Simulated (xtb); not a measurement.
xtb input (GFN1-xTB):

```bash
xtb mol.xyz --gfn 1 --sp --chrg 0 --uhf 0
```
mol.xyz:
```
13

C     -1.88207024     1.07176932    -0.84559844
O     -1.10962776    -0.11266092    -0.97856927
Ge    -0.07626037    -0.63272760     0.37816261
O      1.16910500     0.60613996     0.68363142
C      2.11935940     0.89700430    -0.33107944
H     -1.24983389     1.95661931    -0.72096478
H     -2.47040827     1.18922682    -1.75660505
H     -2.57076546     1.01616162     0.00560406
H     -0.87552681    -0.68987911     1.68727248
H      0.55854199    -1.94012453    -0.11539693
H      2.81155788     1.64127055     0.06490032
H      2.69429659     0.00876863    -0.61817462
H      1.64291684     1.30476585    -1.22826887
```

Output:

```
           -------------------------------------------------
          |                Calculation Setup                |
           -------------------------------------------------

           -------------------------------------------------
          |                 G F N 1 - x T B                 |
           -------------------------------------------------

        Reference                      10.1021/acs.jctc.7b00118
      * Hamiltonian:
        H0-scaling (s, p, d)           1.850000    2.250000    2.000000
        zeta-weighting                 0.000000
      * Dispersion:
        s8                             2.400000
        a1                             0.630000
        a2                             5.000000
        s9                             0.000000
      * Repulsion:
        kExp                           1.500000
        rExp                           1.000000
      * Coulomb:
        alpha                          2.000000
        third order                    atomic
        anisotropic                    false
      * Halogen bond correction:
        rad-scale                      1.300000
        damping                        0.440000

          ...................................................
          :                      SETUP                      :
          :.................................................:
          :  # basis functions                  42          :
          :  # atomic orbitals                  41          :
          :  # shells                           27          :
          :  # electrons                        32          :
          :  # halogen bonds                     0          :
          :  max. iterations                   250          :
          :  Hamiltonian                  GFN1-xTB          :
          :  restarted?                      false          :
          :  GBSA solvation                  false          :
          :  PC potential                    false          :
          :  electronic temp.          300.0000000     K    :
          :  accuracy                    1.0000000          :
          :  -> integral cutoff          0.2500000E+02      :
          :  -> integral neglect         0.1000000E-07      :
          :  -> SCF convergence          0.1000000E-05 Eh   :
          :  -> wf. convergence          0.2000000E-04 e    :
          :  Broyden damping             0.4000000          :
          :  net charge                          0          :
          :  unpaired electrons                  0          :
          ...................................................

 iter      E             dE          RMSdq      gap      omega  full diag
   1    -19.6184794 -0.196185E+02  0.657E+00    7.43       0.0  T
   2    -19.6281507 -0.967134E-02  0.403E+00    4.85       1.0  T
   3    -19.4225943  0.205556E+00  0.318E+00    7.77       1.0  T
   4    -19.7382673 -0.315673E+00  0.532E-01    6.56       1.0  T
   5    -19.7393301 -0.106279E-02  0.135E-01    6.23       1.0  T
   6    -19.7399159 -0.585811E-03  0.830E-02    6.42       1.0  T
   7    -19.7400394 -0.123525E-03  0.398E-02    6.32       1.0  T
   8    -19.7400944 -0.549536E-04  0.651E-03    6.36       4.3  T
   9    -19.7400953 -0.922662E-06  0.355E-03    6.36       7.8  T
  10    -19.7400956 -0.358467E-06  0.113E-03    6.36      24.5  T
  11    -19.7400957 -0.386312E-07  0.134E-04    6.36     206.8  T
  12    -19.7400957 -0.588390E-09  0.149E-05    6.36    1867.5  T

   *** convergence criteria satisfied after 12 iterations ***

         #    Occupation            Energy/Eh            Energy/eV
      -------------------------------------------------------------
         1        2.0000           -0.7600183             -20.6812
       ...           ...                  ...                  ...
        10        2.0000           -0.5550882             -15.1047
        11        2.0000           -0.5311239             -14.4526
        12        2.0000           -0.4786307             -13.0242
        13        2.0000           -0.4733681             -12.8810
        14        2.0000           -0.4614319             -12.5562
        15        2.0000           -0.4522888             -12.3074
        16        2.0000           -0.4506396             -12.2625 (HOMO)
        17                         -0.2170059              -5.9050 (LUMO)
        18                         -0.1821156              -4.9556
        19                         -0.1710904              -4.6556
        20                         -0.1546266              -4.2076
        21                         -0.1472385              -4.0066
       ...                                ...                  ...
        41                          0.5736331              15.6094
      -------------------------------------------------------------
                  HL-Gap            0.2336336 Eh            6.3575 eV
             Fermi-level           -0.3338227 Eh           -9.0838 eV

 SCC (total)                   0 d,  0 h,  0 min,  0.014 sec
 SCC setup                      ...        0 min,  0.000 sec (  0.968%)
 Dispersion                     ...        0 min,  0.000 sec (  0.663%)
 classical contributions        ...        0 min,  0.000 sec (  0.193%)
 integral evaluation            ...        0 min,  0.004 sec ( 31.627%)
 iterations                     ...        0 min,  0.004 sec ( 29.167%)
 molecular gradient             ...        0 min,  0.005 sec ( 36.442%)
 printout                       ...        0 min,  0.000 sec (  0.873%)

         :::::::::::::::::::::::::::::::::::::::::::::::::::::
         ::                     SUMMARY                     ::
         :::::::::::::::::::::::::::::::::::::::::::::::::::::
         :: total energy             -19.611577369884 Eh    ::
         :: gradient norm              0.034714808687 Eh/a0 ::
         :: HOMO-LUMO gap              6.357495188763 eV    ::
         ::.................................................::
         :: SCC energy               -19.740095680651 Eh    ::
         :: -> electrostatic           0.103703757860 Eh    ::
         :: repulsion energy           0.132384482976 Eh    ::
         :: dispersion energy         -0.003866172209 Eh    ::
         :: halogen bond corr.         0.000000000000 Eh    ::
         :: add. restraining           0.000000000000 Eh    ::
         :: total charge               0.000000000000 e     ::
         :::::::::::::::::::::::::::::::::::::::::::::::::::::

           -------------------------------------------------
          |                Property Printout                |
           -------------------------------------------------

    * Orbital Energies and Occupations

         #    Occupation            Energy/Eh            Energy/eV
      -------------------------------------------------------------
         1        2.0000           -0.7600183             -20.6812
       ...           ...                  ...                  ...
         4        2.0000           -0.6437499             -17.5173
         5        2.0000           -0.6218843             -16.9223
         6        2.0000           -0.5719893             -15.5646
         7        2.0000           -0.5719823             -15.5644
         8        2.0000           -0.5628708             -15.3165
         9        2.0000           -0.5576415             -15.1742
        10        2.0000           -0.5550882             -15.1047
        11        2.0000           -0.5311239             -14.4526
        12        2.0000           -0.4786307             -13.0242
        13        2.0000           -0.4733681             -12.8810
        14        2.0000           -0.4614319             -12.5562
        15        2.0000           -0.4522888             -12.3074
Note: The following floating-point exceptions are signalling: IEEE_DENORMAL
normal termination of xtb
        16        2.0000           -0.4506396             -12.2625 (HOMO)
        17                         -0.2170059              -5.9050 (LUMO)
        18                         -0.1821156              -4.9556
        19                         -0.1710904              -4.6556
        20                         -0.1546266              -4.2076
        21                         -0.1472385              -4.0066
        22                         -0.1064251              -2.8960
        23                         -0.1058249              -2.8796
        24                         -0.0880981              -2.3973
        25                         -0.0703718              -1.9149
        26                         -0.0669665              -1.8223
        27                         -0.0529714              -1.4414
       ...                                ...                  ...
        41                          0.5736331              15.6094
      -------------------------------------------------------------
                  HL-Gap            0.2336336 Eh            6.3575 eV
             Fermi-level           -0.3338227 Eh           -9.0838 eV

  Mulliken/CM5 charges         n(s)   n(p)   n(d)
     1C     0.18683  0.06781   0.969  2.844  0.000
     2O    -0.49110 -0.57894   1.696  4.795  0.000
     3Ge    0.51418  0.44309   1.310  1.695  0.480
     4O    -0.49110 -0.57894   1.696  4.795  0.000
     5C     0.18683  0.06781   0.969  2.844  0.000
     6H     0.02502  0.08479   0.975  0.000  0.000
     7H     0.02499  0.08461   0.975  0.000  0.000
     8H     0.01726  0.07611   0.983  0.000  0.000
     9H    -0.02008  0.04408   1.020  0.000  0.000
    10H    -0.02008  0.04408   1.020  0.000  0.000
    11H     0.02499  0.08461   0.975  0.000  0.000
    12H     0.01726  0.07611   0.983  0.000  0.000
    13H     0.02502  0.08479   0.975  0.000  0.000

Wiberg/Mayer (AO) data.
largest (>0.10) Wiberg bond orders for each atom

 ---------------------------------------------------------------------------
     #   Z sym  total        # sym  WBO       # sym  WBO       # sym  WBO
 ---------------------------------------------------------------------------
     1   6 C    3.927 --     7 H    0.982     8 H    0.973     6 H    0.972
                             2 O    0.949
     2   8 O    2.158 --     3 Ge   1.044     1 C    0.949
     3  32 Ge   4.023 --     2 O    1.044     4 O    1.044    10 H    0.888
                             9 H    0.888
     4   8 O    2.158 --     3 Ge   1.044     5 C    0.949
     5   6 C    3.927 --    11 H    0.982    12 H    0.973    13 H    0.972
                             4 O    0.949
     6   1 H    1.011 --     1 C    0.972
     7   1 H    1.019 --     1 C    0.982
     8   1 H    1.010 --     1 C    0.973
     9   1 H    1.001 --     3 Ge   0.888
    10   1 H    1.001 --     3 Ge   0.888
    11   1 H    1.019 --     5 C    0.982
    12   1 H    1.010 --     5 C    0.973
    13   1 H    1.011 --     5 C    0.972
 ---------------------------------------------------------------------------

Topologies differ in total number of bonds
Writing topology from bond orders to xtbtopo.mol

 dipole moment from electron density (au)
     X       Y       Z
   0.0387   0.3211  -0.1919  total (Debye):    0.956

           -------------------------------------------------
          | TOTAL ENERGY              -19.611577369884 Eh   |
          | GRADIENT NORM               0.034714808687 Eh/α |
          | HOMO-LUMO GAP               6.357495188763 eV   |
           -------------------------------------------------

------------------------------------------------------------------------
------------------------------------------------------------------------
 total:
 SCF:
```
